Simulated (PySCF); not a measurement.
# NMR parameters of Si(vinyl)2(tBu)2

Si(vinyl)2(tBu)2, C12H24Si.

Bonds: Si1-C2, Si1-C7, Si1-C12, Si1-C25, C2-C3, C7-C8, C12-C13, C12-C14, C12-C15, C25-C26, C25-C27, C25-C28. C2 carries H4; C3 carries H5, H6; C7 carries H9; C8 carries H10, H11; C13 carries H16, H17, H18; C14 carries H19, H20, H21; C15 carries H22, H23, H24; C26 carries H29, H30, H31; C27 carries H32, H33, H34; C28 carries H35, H36, H37.

GIAO calculations in PySCF on the PBE0-D3(BJ)/def2-SVP structure: isolated species, non-relativistic, equivalent atoms averaged; basis pcSseg-1.

**Question.** Give the isotropic shieldings (ppm) with PBE0, wB97X-D.

**Answer.** 
```json
{"atoms": "Si1", "environment": "silicon bonded to 4 C", "PBE0": "354.7", "wB97X-D": "352.3"}
{"atoms": "C3/C8", "environment": "carbon bonded to C, 2 H", "PBE0": "39.1", "wB97X-D": "38.3"}
{"atoms": "C2/C7", "environment": "carbon bonded to C, Si, H", "PBE0": "42.3", "wB97X-D": "42.3"}
{"atoms": "C13/C14/C15/C26/C27/C28", "environment": "carbon bonded to C, 3 H", "PBE0": "155.8", "wB97X-D": "155.9"}
{"atoms": "C12/C25", "environment": "carbon bonded to 3 C, Si", "PBE0": "164.1", "wB97X-D": "165.6"}
{"atoms": "H4/H9", "environment": "hydrogen on a carbon bonded to C, Si", "PBE0": "24.83", "wB97X-D": "25.00"}
{"atoms": "H5/H6/H10/H11", "environment": "hydrogen on a carbon bonded to C", "PBE0": "24.91", "wB97X-D": "25.05"}
{"atoms": "H16/H17/H18/H19/H20/H21/H22/H23/H24/H29/H30/H31/H32/H33/H34/H35/H36/H37", "environment": "hydrogen on a carbon bonded to C", "PBE0": "30.29", "wB97X-D": "30.41"}
{"atoms": "HOMO–LUMO gap (eV)", "environment": "–", "PBE0": "6.76", "wB97X-D": "10.37"}
```

**Question.** And the chemical shifts, against references computed in the same way?

**Answer.** 
```json
{"atoms": "Si1", "nucleus, reference": "29Si, TMS", "PBE0": "-2.7", "wB97X-D": "0.6"}
{"atoms": "C3/C8", "nucleus, reference": "13C, TMS", "PBE0": "145.3", "wB97X-D": "146.2"}
{"atoms": "C2/C7", "nucleus, reference": "13C, TMS", "PBE0": "142.1", "wB97X-D": "142.2"}
{"atoms": "C13/C14/C15/C26/C27/C28", "nucleus, reference": "13C, TMS", "PBE0": "28.6", "wB97X-D": "28.6"}
{"atoms": "C12/C25", "nucleus, reference": "13C, TMS", "PBE0": "20.3", "wB97X-D": "18.9"}
{"atoms": "H4/H9", "nucleus, reference": "1H, TMS", "PBE0": "6.44", "wB97X-D": "6.38"}
{"atoms": "H5/H6/H10/H11", "nucleus, reference": "1H, TMS", "PBE0": "6.36", "wB97X-D": "6.33"}
{"atoms": "H16/H17/H18/H19/H20/H21/H22/H23/H24/H29/H30/H31/H32/H33/H34/H35/H36/H37", "nucleus, reference": "1H, TMS", "PBE0": "0.98", "wB97X-D": "0.97"}
```

**Question.** Which part of the shielding of Si1 depends on the functional?

**Answer.** Diamagnetic: PBE0 886, wB97X-D 886 ppm; paramagnetic: PBE0 -531, wB97X-D -534 ppm. The diamagnetic part, set mainly by inner electrons, hardly moves; the paramagnetic part goes with low-lying magnetically allowed excitations and carries the spread.
